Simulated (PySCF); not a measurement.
**Frontier levels across methods**

Compound: C3H5NSSi.
Z-matrix (Å and degrees, PBE0-D3(BJ)/def2-SVP geometry), rows numbered from 1:
```
N 
C   1  1.2679
C   2  1.4702  1  126.76
C   3  1.3552  2  128.23  1  -179.11
Si  4  1.8514  3   95.04  2   179.34
S   3  1.8048  2  120.20  1     0.49
H   1  1.0297  2  110.00  3    -0.19
H   2  1.1035  1  118.85  3  -179.92
H   4  1.0916  3  124.93  2    -0.22
H   5  1.4896  4  117.92  3   112.34
H   5  1.4898  4  117.68  3  -111.65
```

Basis pcSseg-2 throughout (PySCF), one geometry. The structure is a single PBE0-D3(BJ)/def2-SVP conformer in the gas phase; no vibrational or solvent corrections.

Problem. How do the orbital energies, the gap and the dipole change with the method?

Solution. 
| method | kind | HOMO (eV) | LUMO (eV) | gap (eV) | μ (D) | SCF cycles |
| --- | --- | --- | --- | --- | --- | --- |
| BLYP | GGA | -5.71 | -2.80 | 2.91 | 3.15 | 17 |
| B97-D | GGA | -5.82 | -2.86 | 2.96 | 3.16 | 16 |
| OPBE | GGA | -5.88 | -2.92 | 2.96 | 3.02 | 17 |
| PBE | GGA | -5.89 | -2.98 | 2.91 | 3.10 | 17 |
| KT3 | GGA | -5.90 | -2.90 | 3.00 | 3.05 | 17 |
| KT2 | GGA | -5.91 | -2.92 | 2.98 | 3.08 | 17 |
| BP86 | GGA | -5.98 | -3.06 | 2.92 | 3.13 | 16 |
| LDA | LDA | -6.05 | -3.20 | 2.85 | 3.25 | 17 |
| B97-2 | global hybrid | -6.71 | -2.09 | 4.61 | 3.26 | 15 |
| B3LYP | global hybrid | -6.72 | -2.23 | 4.49 | 3.30 | 15 |
| PBE0 | global hybrid | -6.95 | -2.06 | 4.89 | 3.27 | 14 |
| mPW1PW91 | global hybrid | -6.96 | -2.07 | 4.90 | 3.28 | 14 |
| BHandHLYP | global hybrid | -7.85 | -0.95 | 6.90 | 3.48 | 13 |
| CAM-B3LYP | range-separated hybrid | -8.18 | -0.91 | 7.27 | 3.43 | 13 |
| wB97X-D | range-separated hybrid | -8.73 | -0.29 | 8.44 | 3.38 | 14 |
| HF | Hartree–Fock | -9.24 | 1.71 | 10.95 | 3.66 | 13 |
| LC-wPBE | range-separated hybrid | -9.53 | 0.15 | 9.67 | 3.46 | 14 |

The HOMO spans 3.82 eV, from BLYP down to LC-wPBE, and the gap runs from 2.85 eV (LDA) to 10.95 eV (HF). Over the methods BLYP (0 %), B97-D (0 %), OPBE (0 %), PBE (0 %), KT3 (0 %), KT2 (0 %), BP86 (0 %), LDA (0 %), B97-2 (21 %), B3LYP (20 %), PBE0 (25 %), mPW1PW91 (25 %), BHandHLYP (50 %), HF (100 %), a straight line through the gap against the share of exact exchange rises by 0.80 eV for each 10 % (correlation coefficient 1.000). The dipole ranges from 3.02 D (OPBE) to 3.66 D (HF). This basis has no diffuse functions.
